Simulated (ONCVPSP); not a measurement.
# Building the ONCV potential for Te (PBE, scalar-relativistic).

- Element: Te (Z = 52)
- Generator: ONCVPSP 4.0.1
- Type: optimised norm-conserving Vanderbilt (ONCV)
- Functional: PBE
- Relativity: scalar-relativistic
- Frozen core: [Kr] 4d10
- Valence charge: 6
- Reference configuration: 5s2 5p4
- Partial waves: 5s: rc 1.80 bohr, ncon 5, nbas 9, qcut 4.5 1/bohr, 2 projectors, debl 3.1 Ha; 5p: rc 2.00 bohr, ncon 3, nbas 8, qcut 3.3 1/bohr, 1 projector
- Local potential: polynomial inside 1.55 bohr (lpopt 4, dvloc0 4 Ha)
- Core correction: Teter function, fcfact 4.5, rcfact 1.45

All-electron outer shells of the reference configuration (PBE, scalar-relativistic, ld1.x):

```
shell  level (eV)  outermost node (bohr)  outermost maximum (bohr)
   4p     -114.41                   0.38                      0.74
   4d      -41.65                   0.36                      0.81
   5s      -15.11                   0.91                      1.80
   5p       -5.95                   1.00                      2.17
```

Task: Does the generator finish with these settings?

Result: No. ONCVPSP 4.0.1 stopped with "ERROR pspot: first pseudo wave function has node, program will stop": the optimised pseudo-wave of the first projector has a node, so the radial equation cannot be inverted for a potential. It happened in the s channel.
